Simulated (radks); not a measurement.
Values are calculated unless marked as measured or tabulated.
Ionisation of the mercury ion Hg15+, [Kr] 4d10 4f14 5s2 5p3, to Hg16+, [Kr] 4d10 4f14 5s2 5p2, under several functionals. Scalar-relativistic Kohn-Sham, spin-polarised, spherical densities, point nucleus; open shells are filled with parallel spins first (spin-orbit coupling, left out, can overturn this in heavy ions); a radial shooting solver on a logarithmic mesh with Libxc functionals.

| functional | E(Hg15+) (hartree) | Exc (hartree) | IE (eV) | -e(HOMO) (eV) | <r> HOMO (bohr) | IE error (eV) |
|---|---|---|---|---|---|---|
| PBEsol | -19542.4569 | -353.6404 | 356.66 | 344.95 | 0.9191 | -0.3 |
| OLYP | -19554.6053 | -366.0042 | 357.36 | 345.73 | 0.9173 | +0.4 |
| XLYP | -19549.9764 | -361.1226 | 356.46 | 344.68 | 0.9202 | -0.5 |
| AM05 | -19537.5097 | -348.7242 | 356.75 | 345.03 | 0.9187 | -0.2 |

NIST Atomic Spectra Database: 357 eV (theoretical). Closest: AM05. The Delta-SCF values span 0.90 eV, the total energies 17.10 hartree. The highest occupied level is 5p. Open shells are spherical and high-spin; term and fine-structure splittings are not resolved. Spin-orbit splitting is averaged out at the scalar-relativistic level.
